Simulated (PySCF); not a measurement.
CH7ClOSi3, SMILES O[C@H]1[SiH2][Si@@H](Cl)[SiH2]1.

Coordinates come from a PBE-D3(BJ)/def2-SVP optimisation. The structure was generated by enumeration; whether it is a known compound was not checked. One conformer was computed; it need not be the lowest.

Computed with ωB97X/def2-TZVP run with PySCF.

Gas-phase values at a fixed geometry.

```yaml
total_energy: -1446.28092 hartree
highest_occupied_level: -9.42 eV
lowest_empty_level: 0.88 eV
orbital_gap: 10.30 eV
dipole_moment: 2.29 D
quadrupole, principal values (traceless, Buckingham form, about the centre of nuclear charge): -4.64, -2.82, 7.46 D·Å
mean_static_polarisability: 109.8 bohr³ (16.27 Å³)
polarisability_principal_values: 99.0, 113.8, 116.6 bohr³
```
